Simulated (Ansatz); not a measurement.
Geometry optimisation, RKS PBE-D4/def2-SVP (Ansatz 0.2.0).

Input file:

```yaml
crystal:
  periodic: [false, false, false]
  atoms:
    - { symbol: Al, position_ang: [-0.99653, 0.48362, -0.78868] }
    - { symbol: Al, position_ang: [0.96099, -0.24348, 0.67162] }
    - { symbol: Br, position_ang: [1.18528, -2.29613, 1.6019] }
    - { symbol: H, position_ang: [-0.32396, -0.04104, -0.15272] }
    - { symbol: H, position_ang: [-1.16558, 1.90806, -1.43657] }
    - { symbol: H, position_ang: [2.17441, 0.68423, 1.0376] }
basis:
  gaussian: { orbitals: def2-SVP }
hamiltonian:
  xc: pbe
  dispersion: d4
relax:
  f_tol: 0.02
  max_steps: 50
```

Command:

```bash
$ ansatz run input.yaml --threads 2 --pin off --max-ram 3072MiB --backend cpu --events-out ev --progress --plain --runs-dir out
```

Task: Where does it end, and by what steps?

Result: The run converged. After 20 steps the energy has fallen by 7.176 eV; H4 moved furthest, 1.19 Å. The start is strongly strained (largest force component 14 eV/Å), so its close contacts needn't be bonds. Parted: Al1–H4.

```csv
step,energy less start (eV),largest force component (eV/Å),accepted
0,0.0000,14.261,yes
1,-3.5796,7.898,yes
2,-5.3479,3.851,yes
3,-5.9320,2.130,yes
4,-6.2526,0.683,yes
5,-6.3895,0.713,yes
6,-6.4221,0.477,yes
7,-6.4617,0.177,yes
8,-6.4886,0.666,yes
9,-6.5619,0.519,yes
10,-6.7085,0.670,yes
11,-6.8742,0.437,yes
12,-6.9798,0.518,yes
13,-7.0411,0.344,yes
14,-7.0873,0.245,yes
15,-7.1242,0.186,yes
16,-7.1525,0.198,yes
17,-7.1635,0.213,yes
18,-7.1716,0.111,yes
19,-7.1751,0.050,yes
20,-7.1759,0.012,yes
```

```xyz
6
Properties=species:S:1:pos:R:3
Al -0.395 0.491 -1.235
Al 1.157 -0.180 0.600
Br 0.725 -2.337 1.237
H -0.297 0.736 0.747
H -1.849 1.188 -1.373
H 2.494 0.597 0.957
```

The run took 13 s on 2 threads of Intel(R) Xeon(R) 6975P-C (Granite Rapids), with other jobs on the host, peak memory 0.18 GiB.
